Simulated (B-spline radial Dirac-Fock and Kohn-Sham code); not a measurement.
**What relativity does to the binding energies of Cu²³⁺**

System: copper as Cu²³⁺, 1s2 2s2 2p2.

Both columns are ΔSCF binding energies of the configuration average from a radial atomic solver: non-relativistic Hartree-Fock with a point nucleus, and Dirac-Fock with a finite nucleus and the Coulomb interaction alone, averaged over the two j levels with weights 2j+1.

| shell | Hartree-Fock (eV) | Dirac-Fock (eV) | shift (eV) | shift (%) |
| --- | --- | --- | --- | --- |
| 1s | 10312.8 | 10426.1 | +113.22 | +1.10 |
| 2s | 2226.5 | 2256.8 | +30.35 | +1.36 |
| 2p | 2158.5 | 2169.2 | +10.74 | +0.50 |

Relativity binds 1s, 2s, 2p more strongly, among those listed most of all 2s in relative terms.

Values without a named source are computed, but for edge energies of neutral atoms, which are taken from tables.
